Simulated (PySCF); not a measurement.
MSn cations for M along group 14

PBE0 with double-zeta basis sets in PySCF, for the lowest determinant that a PBE0 search found; no spin–orbit coupling. De refers to high-spin ground-configuration atoms (the charge goes to the atom of lower measured ionisation energy or higher electron affinity, which is not always the lowest computed limit). A positive dipole points towards Sn; it is taken about the centre of mass and depends on that origin.

| M | basis | charged atom | state (unpaired electrons) | Re (Å) | ωe (cm⁻¹) | De (eV) | μ (D) |
| --- | --- | --- | --- | --- | --- | --- | --- |
| C | x2c-SVPall | Sn+ | quartet (σ ↑, π ↑↑) | 2.120 | 610 | 2.81 | 0.82 |
| Si | x2c-SVPall | Sn+ | quartet (σ ↑, π ↑↑) | 2.541 | 319 | 2.73 | -1.89 |
| Ge | cc-pVDZ-PP | Sn+ | quartet (σ ↑, π ↑↑) | 2.606 | 214 | 2.71 | -0.09 |
| Sn | def2-SVP | Sn+ | quartet (σ ↑, π ↑↑) | 2.788 | 174 | 2.75 | n/a |
| Pb | def2-SVP | Sn+ | quartet (σ ↑, π ↑↑) | 2.859 | 148 | n/a | 1.10 |

The shortest bond is that of SnC⁺ (2.120 Å), the longest that of SnPb⁺ (2.859 Å).

The rows differ in basis set, which adds steps of its own.

Down a group the atoms grow and get heavier, so bonds lengthen and wavenumbers fall; this series shows no clear exception.

Spin–orbit coupling is left out, which matters for elements this heavy, above all for dissociation energies. For an ion De counts to the pair picked by the measured ionisation energies or electron affinities, which need not be the lowest pair at this level. States were picked by a PBE0 search and need not be the measured ground states.
